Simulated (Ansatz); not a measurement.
Reaction (redistribution): `N[Si](O)(S)Cl` + `[SiH3][SiH2]O[SiH2]S` → `O[Si](S)(S)Cl` + `N[SiH2]O[SiH2][SiH3]`

Calculated with Ansatz (gas phase, PBE0-D4/def2-TZVP geometries, no zero-point term in ΔE). CCSD(T)/CBS is the MP2 limit (def2-TZVPP, def2-QZVPP) plus CCSD(T) − MP2 in def2-TZVPP, frozen cores. Each species was taken in one conformer, which may not be the lowest.

| species | CCSD(T)/CBS(def2) energy (Eh) |
| --- | --- |
| `N[Si](O)(S)Cl` | -1279.09871 |
| `[SiH3][SiH2]O[SiH2]S` | -1345.10495 |
| `O[Si](S)(S)Cl` | -1621.56056 |
| `N[SiH2]O[SiH2][SiH3]` | -1002.64080 |

(1) Work out ΔE.

Largest T1 diagnostic among the species: 0.012.

## Answers

(1) ΔE = (-1621.56056) + (-1002.64080) − (-1279.09871) − (-1345.10495) = 0.00230 Eh = +6.0 kJ/mol.

In def2-TZVPP, CCSD(T) changes the Hartree–Fock value by −5.1 kJ/mol (the triples alone add −1.2 kJ/mol) and MP2 by −7.4 kJ/mol.
